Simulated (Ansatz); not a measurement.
`[CH3][AlH]/[CH]=C/I`. Charge 0, multiplicity 1. I takes the def2 core potential. The structure was optimised at the PBE0-D4/def2-TZVP level. It is one conformer, not always the lowest.

```xyz
11

C     1.702    0.732   -1.350
Al    0.661    0.360    0.254
C    -1.070   -0.526    0.152
C    -1.706   -0.736    1.298
I    -3.578   -1.662    1.489
H     2.619    1.287   -1.142
H     1.116    1.307   -2.074
H     1.984   -0.200   -1.853
H     1.135    0.740    1.723
H    -1.543   -0.856   -0.770
H    -1.322   -0.447    2.272
```

**Question.** What is the dipole moment at ωB97M-V/def2-TZVPP? (Best estimate.)

**Answer.** Computed: 1.77 D, with components (1.34, 0.58, -1.00) D in this frame, pointing from negative to positive charge.

**Question.** And with PBE, r2SCAN, B3LYP? (Best estimate.)

**Answer.** Ansatz gave: PBE 1.66 D, r2SCAN 1.77 D, B3LYP 1.69 D.

**Question.** Give the Mulliken charges with ωB97M-V, B3LYP, r2SCAN in def2-TZVPP. (Best estimate.)

**Answer.** Computed: 
```tsv
atom	ωB97M-V	B3LYP	r2SCAN
C1	-0.52	-0.44	-0.39
Al2	0.52	0.51	0.57
C3	-0.31	-0.28	-0.33
C4	-0.16	-0.12	-0.03
I5	0.00	-0.02	-0.06
H6	0.11	0.10	0.07
H7	0.11	0.09	0.07
H8	0.11	0.09	0.07
H9	-0.12	-0.14	-0.15
H10	0.11	0.10	0.08
H11	0.13	0.13	0.11
```

B3LYP here is the variant with VWN-RPA as its local correlation; programs differ in this.
